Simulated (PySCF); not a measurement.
F₅Si, charge -1. Atoms are numbered in the order given.

```xyz
6

F      0.0000     0.0000     1.6950
Si     0.0000     0.0000     0.0000
F     -1.6604     0.0000     0.0000
F      0.8302     1.4380     0.0000
F      0.8302    -1.4380     0.0000
F      0.0000     0.0000    -1.6950
```
Charge -1, spin multiplicity 1.

Geometry: B3LYP-D3(BJ)/def2-SVPD.

Method: r2SCAN/def2-SVPD in PySCF.

* **total energy**: -788.41644 hartree
* **point group**: D3h
* **highest occupied level**: -3.75 eV
* **lowest empty level**: 4.57 eV
* **orbital gap**: 8.32 eV
* **dipole moment about the centre of nuclear charge**: 0.00 D
* **mean static polarisability**: 32.0 bohr³ (4.74 Å³)
* **polarisability, principal values**: 31.6, 31.6, 32.7 bohr³
